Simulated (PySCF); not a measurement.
Start geometry of `C=C/C=C(\N)C=O` from GFN2-xTB (Å):
```
atom  x, y, z in Å
C1     2.686    0.270    0.228
C2     1.488   -0.156   -0.183
C3     0.253    0.331    0.350
C4    -0.993   -0.084   -0.013
N5    -1.290   -1.083   -0.899
C6    -2.168    0.534    0.608
O7    -3.308    0.277    0.296
H8     2.782    1.013    1.002
H9     3.600   -0.111   -0.191
H10    1.435   -0.912   -0.955
H11    0.323    1.099    1.106
H12   -0.611   -1.355   -1.588
H13   -2.261   -1.120   -1.170
H14   -1.937    1.282    1.386
```

Task: What comes out of this run: B3LYP/cc-pVDZ geometry optimisation, gas phase in PySCF 2.14.0?

Result: 
```
atom  x, y, z in Å
C1     2.7469    0.4000    0.3939
C2     1.5403   -0.0810    0.0334
C3     0.2761    0.4063    0.5363
C4    -0.9616   -0.0280    0.1523
N5    -1.2591   -1.0129   -0.7675
C6    -2.1447    0.5795    0.8017
O7    -3.2878    0.3000    0.4876
H8     2.8416    1.2250    1.1061
H9     3.6701   -0.0188   -0.0107
H10    1.5073   -0.9139   -0.6787
H11    0.3051    1.1894    1.2998
H12   -0.6256   -1.1295   -1.5499
H13   -2.2430   -1.0095   -1.0294
H14   -1.9171    1.3226    1.6030
```

The energy falls by 0.058 eV over 11 energy and gradient evaluations, the largest force component goes from 0.0127 to 2.4e-04 Eh/bohr, and the atoms move by 0.082 Å rms after alignment. Among the bonds, C1–H8 and C1–H9 change most and about equally (+0.016 to +0.017 Å). Bonds longer at the end by more than 0.005 Å: 12 of 13; shorter: 0. Among the angles that change most is H12–N5–H13, from 117.1° to 113.9°. Among the dihedrals that turn most is C6–C4–N5–H12, from 160° to 149°. Rotational constants go from 8424, 1313, 1137 to 8230, 1295, 1121 MHz. The orientation of the end geometry is arbitrary; only internal coordinates are fixed.

The run used 133 basis functions and 77 SCF cycles in all. Hardware: one thread, Arm Neoverse V1 (aarch64), shared host. Cost: 57 s, 0.53 GiB resident at most.

B3LYP/cc-pVDZ frequencies: not computed here. The numbers are those of one conformer.
